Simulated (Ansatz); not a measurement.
C2H9AlOSi, SMILES `C[CH2][AlH][O][SiH3]`, relaxed with RKS PBE0-D4/def2-TZVP in Ansatz from a PBE-D4/def2-SVP geometry. The force threshold is 0.005 eV/Å; the program also tests the step.

The species carries charge 0 and has multiplicity 1.

Start:

```xyz
14

C    -0.022    1.957   -0.102
C     1.276    1.299    0.390
Al    1.362   -0.664    0.321
O    -0.061   -1.566   -0.032
Si   -1.578   -2.155   -0.360
H    -0.002    3.063    0.010
H    -0.911    1.590    0.452
H    -0.211    1.744   -1.175
H     1.485    1.584    1.449
H     2.160    1.690   -0.167
H     2.686   -1.514    0.600
H    -2.509   -1.047   -0.788
H    -2.157   -2.808    0.868
H    -1.518   -3.173   -1.468
```

(1) How much energy does the relaxation release, and in how many steps? (Best estimate.)

(2) Which bonds change most? (Best estimate.)

(3) Give the relaxed structure. (Best estimate.)

Answers

(1) Computed: 8.11 kJ/mol, in 16 steps.

(2) Computed: O4–Si5 from 1.661 to 1.621 Å; Al3–O4 from 1.721 to 1.689 Å; Si5–H12 from 1.509 to 1.490 Å; Si5–H13 from 1.507 to 1.488 Å.

(3) Computed: 
```xyz
14

C    -0.070    1.891   -0.042
C     1.276    1.273    0.333
Al    1.342   -0.676    0.393
O    -0.047   -1.563    0.018
Si   -1.525   -2.080   -0.400
H    -0.030    2.984   -0.058
H    -0.856    1.606    0.661
H    -0.402    1.565   -1.031
H     1.610    1.645    1.311
H     2.059    1.608   -0.361
H     2.633   -1.508    0.777
H    -2.383   -0.943   -0.833
H    -2.179   -2.750    0.756
H    -1.429   -3.051   -1.524
```
